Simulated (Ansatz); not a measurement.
## An elementary step

Start structure (Si2H7Cl2O2F, closed shell), relaxed at PBE0-D4/def2-TZVP:

```
atom    x (Å)    y (Å)    z (Å)
 Si1  -0.4517  -0.5000  -0.2734
 Si2  -0.8556  -1.7550   1.6501
 Cl3  -1.8961  -0.1973  -1.7175
 Cl4   0.4271  -2.3127  -1.2618
  O5   1.1370   0.2263  -0.7919
  H6   0.0464   2.6551  -0.4130
  F7  -0.6742   0.9952   0.4592
  H8   1.4339   3.3424  -0.4941
  O9   0.8525   2.7262  -0.9474
 H10  -1.6517  -1.0018   2.6564
 H11   0.4653  -2.0951   2.2459
 H12  -1.5635  -3.0059   1.2827
 H13   1.5647  -0.3171  -1.4709
 H14   1.1659   1.2397  -0.9245
```

The step: Si₂H₅Cl₂OF ([OH2][Si]([F])([SiH3])([Cl])[Cl]) + H₂O → SiHCl₂OF ([OH][Si]([F])([Cl])[Cl]) + SiH₄ + H₂O; bonds formed: Si2–H8, O9–H14; bonds broken: Si1–Si2, O5–H14, H8–O9. Ansatz 0.2.0; basis: def2-TZVPP and def2-QZVPP; cores frozen in the correlated methods. Extrapolation: Hartree–Fock as exp(−7.88 √X), correlation as X^−2.97. Energies below are by CCSD(T) at an estimated basis limit (MP2 extrapolated from triple and quadruple zeta, plus CCSD(T) − MP2 in triple zeta).

**Question.** What are the electronic barrier and the energy of the step, from the start structure to the end structure? (Judge from chemistry; the value comes from the calculation.)

**Answer.** By the calculation: Barrier 1.467 eV; step energy -1.478 eV (downhill); reverse barrier, their difference, 2.945 eV. Barrier and step energy count from the start structure, the reverse barrier from the end structure.

The saddle point: One imaginary mode of 913i cm⁻¹.
```json
{"pair": "Si2–H8", "start (Å)": "5.99", "saddle (Å)": "1.88", "end (Å)": "1.49"}
{"pair": "O9–H14", "start (Å)": "1.52", "saddle (Å)": "1.01", "end (Å)": "0.96"}
{"pair": "Si1–Si2", "start (Å)": "2.33", "saddle (Å)": "2.53", "end (Å)": "4.69"}
{"pair": "O5–H14", "start (Å)": "1.02", "saddle (Å)": "1.63", "end (Å)": "3.29"}
{"pair": "H8–O9", "start (Å)": "0.96", "saddle (Å)": "1.22", "end (Å)": "2.91"}
```

Zero-point energy (harmonic, PBE0-D4): ZPE is 2.250 eV at the start and 2.138 eV at the saddle, so the barrier goes from 1.467 to 1.355 eV.

The T1 diagnostic stays at or below 0.012.

Labels in which every atom is bracketed show which atoms are joined, not bond orders.

For scale, one of the runs: CCSD(T)/def2-TZVPP, 359 basis functions, launched by `ansatz run in.yaml --threads 4 --pin off --events-out ev --progress --plain --max-ram 66560MiB --backend cuda --devices 0, --max-vram 37GiB`. Time: 26 s of wall clock on 4 CPU threads of an AMD EPYC 7R13 and a share of one NVIDIA H100; the host was shared. Peak host memory: 0.87 GiB.
